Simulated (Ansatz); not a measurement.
A nudged elastic band was laid between two geometries of CH3ClZn + H (7 atoms, charge 0, multiplicity 2).

Theory: UKS PBE0/def2-SVP (Ansatz 0.2.0).

| Item | Value |
| --- | --- |
| movable images | 5 |
| climbing image | yes |
| spring | 5.0 eV/Å² |
| optimiser | quadratic models (default) |
| start path | through a guess of the saddle point |
| force threshold | 0.05 eV/Å |
| iteration limit | 60 |
| end points | relaxed |

Initial state:

```xyz
7
Properties=species:S:1:pos:R:3
Zn 0.000 -0.001 -0.163
Cl 0.001 -0.002 1.955
C 0.000 0.000 -2.094
H 0.275 -0.991 -2.485
H -0.997 0.258 -2.484
H 0.721 0.735 -2.484
H -0.001 0.002 5.374
```

Final state:

```xyz
7
Properties=species:S:1:pos:R:3
Zn 0.000 0.000 -0.246
Cl -0.004 -0.005 3.359
C 0.000 0.000 -2.263
H 0.278 -1.001 -2.627
H -1.006 0.261 -2.627
H 0.728 0.742 -2.627
H 0.002 0.003 4.649
```

**Question.** Which bonds break or form, and what moves?

**Answer.** Bonds broken: Zn1–Cl2. Bonds formed: Cl2–H7. CH3ClZn + H becomes CH3Zn + ClH.

**Question.** What energy profile does the band end with?

**Answer.** It converged. The highest image is number 3 of 0 to 6, 13.4 kcal/mol above the first end and 7.3 kcal/mol above the last; the last end lies 6.0 kcal/mol above the first. A vibrational analysis at the climbing image gives one clearly imaginary mode, 458i cm⁻¹: a first-order saddle point.

```tsv
image	path coordinate (Å)	energy (kcal/mol)	Zn1–Cl2 (Å)	Cl2–H7 (Å)
0	0.00	0.0	2.12	3.42
1	0.53	0.3	2.12	2.85
2	1.07	2.4	2.12	2.26
3	1.60	13.4	2.38	1.52
4	2.06	8.2	2.85	1.31
5	2.52	6.4	3.22	1.30
6	2.98	6.0	3.60	1.29
```

**Question.** What is the geometry of the highest image?

**Answer.** 
```xyz
7
Properties=species:S:1:pos:R:3
Zn 0.009 0.008 0.052
Cl 0.003 0.003 2.436
C 0.000 0.000 -1.922
H 0.274 -0.998 -2.299
H -1.003 0.256 -2.297
H 0.722 0.735 -2.310
H -0.006 -0.005 3.958
```

**Question.** What are the harmonic wavenumbers there?

**Answer.** 458i, 44, 44, 297, 297, 521, 645, 646, 732, 1156, 1419, 1419, 3054, 3170, 3172 cm⁻¹.

The run took 110 s on 2 threads of Arm Neoverse V2, on a shared host, peak memory 0.24 GiB.
